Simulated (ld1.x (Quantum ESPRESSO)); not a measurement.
The numbers below are computed, except where a source is named.
## Potentials for magnesium (Mg) compared

Generated with ld1.x 7.5 (TM, RRKJ, ultrasoft, PAW), atompaw 4.2 or ONCVPSP 4.0.1. The cutoff is in Ry: for ld1.x and atompaw files where the sum of valence levels is converged to 10 mRy in a Bessel basis, for ONCV files where the hardest occupied wave has 1 mHa per electron of residual kinetic energy. The error is the largest all-electron minus pseudo excitation energy over each file’s own four to seven test configurations (ionisations up to +4, promotions, holes and added fractions of an electron), all of which were solved. The labels leave out finer settings (local radius, basis sizes, second energies), which also bear on the numbers. Spin-polarised tests are not counted. The rows are a selection from randomly drawn settings: files with unsolved tests, undetermined cutoffs or missed reference levels are left out.

```csv
potential,cutoff (Ry),largest error (meV),bound ghosts
"TM, PBE, non-relativistic, rc 2.90/2.40 (sp), local p, core correction yes, reference 3s2 3p0",6,-20,none
"RRKJ, PBE, scalar-relativistic, rc 2.30/2.30/2.45 (spd), local smoothed, core correction no, reference 3s2 3p0",21,+115,none
"TM, PBE, scalar-relativistic, rc 2.00/2.65 (sp), local smoothed, core correction no, reference 3s2 3p0",6,+112,none
"TM, PBEsol, scalar-relativistic, rc 0.90/0.85 (sp), local s, core correction yes, reference 2s2 2p6 3s0 3p0",200,+523,none
```

Task: Fill in the row for Mg: RRKJ, LDA (PZ), non-relativistic, rc 2.40/3.50 (sp), local smoothed, core correction yes, reference 3s2 3p0.

Result: cutoff 8 Ry, largest error -13 meV, bound ghosts: none.

Task: Fill in the row for Mg: PAW, PBE, non-relativistic, rc 2.30/3.55/3.50 (spd), local smoothed, core correction yes, reference 3s2 3p0.

Result: cutoff 6 Ry, largest error -12 meV, bound ghosts: none.

Task: Fill in the row for Mg: TM, PBEsol, scalar-relativistic, rc 2.15/3.95 (sp), local s, core correction yes, reference 3s2 3p0.

Result: cutoff 8 Ry, largest error +118 meV, bound ghosts: none.
